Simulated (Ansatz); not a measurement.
One geometry of `BNBNC`, several functionals.

```yaml
crystal:
  periodic: [false, false, false]
  atoms:
    - {symbol: B, position_ang: [-0.360825, 0.839436, 1.706839]}
    - {symbol: N, position_ang: [-1.023677, 0.967752, 0.478628]}
    - {symbol: B, position_ang: [-1.024624, 0.143802, -0.716603]}
    - {symbol: N, position_ang: [0.023035, -0.677298, -1.129246]}
    - {symbol: C, position_ang: [1.346325, -0.851857, -0.576695]}
    - {symbol: H, position_ang: [0.418955, -0.048066, 1.887136]}
    - {symbol: H, position_ang: [-0.607440, 1.619438, 2.583142]}
    - {symbol: H, position_ang: [-1.729744, 1.689799, 0.453505]}
    - {symbol: H, position_ang: [-1.994335, 0.184328, -1.423031]}
    - {symbol: H, position_ang: [-0.148496, -1.227077, -1.953762]}
    - {symbol: H, position_ang: [1.394783, -1.675008, 0.143373]}
    - {symbol: H, position_ang: [2.062616, -1.054928, -1.376012]}
    - {symbol: H, position_ang: [1.663827, 0.055080, -0.062473]}
basis:
  gaussian: {orbitals: def2-TZVPP}
hamiltonian: {xc: lda}
output: {orbitals: {seedname: orbitals}}
```

```sh
$ ansatz run in.yaml --threads 4 --pin off --events-out ev --progress --plain
```

Output, abridged:

```
Functional definition: SPW92
1300 factors; their error is unknown
mean field evaluation 1: about -5435.1304 eV, gradient 9.4e1 eV
mean field evaluation 2: about -5376.9528 eV, gradient 1.7e2 eV
mean field evaluation 4: about -5453.1841 eV, gradient 1.6e1 eV
mean field evaluation 8: about -5453.7176 eV, gradient 1.5e-1 eV
mean field evaluation 16: about -5453.6920 eV, gradient 1.2e-3 eV
mean field -5453.69202058 eV, -200.4194851111 hartree, gradient 1.7e-5 eV, S^2 0.000000; 0 other end points of the search recorded, 0 dependent functions left out
reference -5453.69206714 eV, -200.4194868222 hartree; 19, 19 occupied and 248, 248 virtual orbitals, 1300 factors
Total energy: -5453.69206714 eV, -200.4194868222 hartree
```

Run time 0.75 s (4 threads of a server CPU on a shared host); peak host memory 0.34 GiB.

The same input with `hamiltonian: {xc: {name: B97M-V}}` (abridged; 3.9 s):

```
Functional definition: B97M-V
mean field evaluation 16: about -5504.8092 eV, gradient 6.5e-4 eV
mean field -5504.80919707 eV, -202.2980066986 hartree, gradient 2.6e-5 eV, S^2 0.000000
Total energy: -5504.80926976 eV, -202.2980093699 hartree
```

The same input with `hamiltonian: {xc: {name: r2SCANh}, dispersion: d4}` (abridged; 2.3 s):

```
Functional definition: r2SCANh
mean field evaluation 16: about -5501.1085 eV, gradient 2.8e-4 eV
mean field -5501.10845670 eV, -202.1620069987 hartree, gradient 3.5e-5 eV, S^2 0.000000
Total energy: -5501.17011677 eV, -202.1642729641 hartree
```

With the line `hamiltonian: {xc: {name: B2PLYP}}` (abridged; 2.9 s):

```
Functional definition: B2PLYP
mean field evaluation 16: about -5492.7650 eV, gradient 6.4e-5 eV
mean field -5492.76504422 eV, -201.8553922452 hartree, gradient 3.7e-6 eV, S^2 0.000000
5 core orbitals not correlated: weight in the atoms' cores, before any rotation towards them, 1.000 or more for the frozen orbitals, at most 0.000 for the correlated occupied ones
second order -26.39138076 eV of doubles, -0.00000000 eV of singles
Total energy: -5499.89090178 eV, -202.1172626804 hartree
```

With the line `hamiltonian: {xc: {name: BHLYP}, dispersion: d4}` (abridged; 1.4 s):

```
Functional definition: BHLYP
mean field -5501.74986185 eV, -202.1855782030 hartree, gradient 2.6e-5 eV, S^2 0.000000
Total energy: -5502.00456422 eV, -202.1949383425 hartree
```

The same input with `hamiltonian: {xc: pbe0, dispersion: d4}` (abridged; 1.5 s):

```
Functional definition: PBE0
mean field evaluation 16: about -5497.8273 eV, gradient 5.6e-5 eV
mean field -5497.82731661 eV, -202.0414273241 hartree, gradient 5.6e-5 eV, S^2 0.000000
Total energy: -5498.01973422 eV, -202.0484985411 hartree
```
